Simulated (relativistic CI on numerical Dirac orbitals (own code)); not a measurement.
Tc: calculation against measurement

Method of calculation: Dirac-Coulomb-Breit CI, orbitals from a KLI potential per configuration, QED by a radiative potential, valence Slater integrals scaled by 0.85, P86 correlation estimate, and configurations built on the next ion tied to the tabulated ionisation energy (semi-empirical) (own radial code, finite nucleus).

Configuration list (outside the closed core [Kr]): 4d⁵5s², 4d⁶5s, 4d⁵5s5p, 4d⁶5p, 4d⁵5s5d, 4d⁵5s6s, 4d⁵5s6p, 4d⁵5s6d, 4d⁵5s7s, 4d⁵5s5f, 4d⁵5s6f, 4d⁷, 4d⁶5d, 4d⁵5p², 4d⁶6s, 4d⁶6p, 4d⁵5s4f, 4d⁵5s7p, 4d⁴5s²5p, 4d⁵5d², 4d⁵5s5g, 4d⁴5s²7s, 4d⁴5s²4f, 4d⁴5s²7p. Levels of other configurations are missing.

```csv
Configuration,Term (tabulated),J,Measured (cm⁻¹),Computed,Error,Purity (%)
4d⁵5s²,a 6S,5/2,0.0,0,0,94
4d⁶5s,a 6D,9/2,2572.9,7763,5190,98
4d⁶5s,a 6D,7/2,3250.9,8384,5133,98
4d⁶5s,a 6D,5/2,3700.5,8805,5104,98
4d⁶5s,a 6D,3/2,4002.6,9087,5085,97
4d⁶5s,a 6D,1/2,4178.8,9252,5073,97
4d⁶5s,a 4D,7/2,10516.5,15824,5308,71
4d⁵5s5p,z 8P°,5/2,16428.7,16115,-314,98
4d⁵5s5p,z 8P°,7/2,16874.5,16535,-340,98
4d⁵5s5p,z 8P°,9/2,17522.9,17109,-414,98
4d⁵5s5p,z 6P°,7/2,23265.3,23499,234,56
4d⁵5s5p,z 6P°,5/2,23455.2,23859,404,62
4d⁵5s5p,z 6P°,3/2,23588.4,24110,522,67
4d⁶5p,z 6D°,9/2,27369.8,24604,-2766,88
4d⁶5p,z 6D°,7/2,27660.1,24995,-2665,83
4d⁶5p,z 6D°,5/2,27940.7,25243,-2698,84
4d⁶5p,z 6D°,3/2,28151.3,25414,-2738,86
4d⁶5p,z 6D°,1/2,28296.7,25522,-2774,88
4d⁶5p,z 6F° †,11/2,30067.3,27523,-2545,90
4d⁶5p,z 6F° †,9/2,30133.3,27810,-2323,83
4d⁶5p,z 6F°,7/2,30382.1,28038,-2344,83
4d⁶5p,z 6F°,5/2,30528.9,28189,-2340,84
4d⁶5p,z 6F°,3/2,30630.6,28288,-2342,85
4d⁶5p,z 6F°,1/2,30689.1,28345,-2344,86
4d⁶5p,z 4F°,9/2,31114.1,29388,-1726,84
4d⁶5p,z 4F°,5/2,31605.0,30274,-1331,81
4d⁶5p,z 4F°,3/2,32253.7,30540,-1714,86
```

Measured levels from NIST Handbook of Basic Atomic Spectroscopic Data (Sansonetti and Martin, J. Phys. Chem. Ref. Data 34, 1559 (2005)); pairs were made by configuration, J and term (by order where the table uses no LS term), so strongly mixed levels may be paired wrongly.

Mean error by configuration (cm⁻¹): 4d⁶5s 5149; 4d⁵5s5p 15; 4d⁶5p -2315. Over the excited levels the mean absolute error is 2538 cm⁻¹ (26 of the 33 excited levels that our extract of the source holds in range could be paired, and the others can miss by more), and the median relative error of those above 1,000 cm⁻¹ is 7.7 %. † marks terms whose computed intervals miss the measured ones by more than a factor of 2.5, or configurations far off the rest, from wrong mixing, a near crossing or a doubtful label or measurement; they are left out of the means.
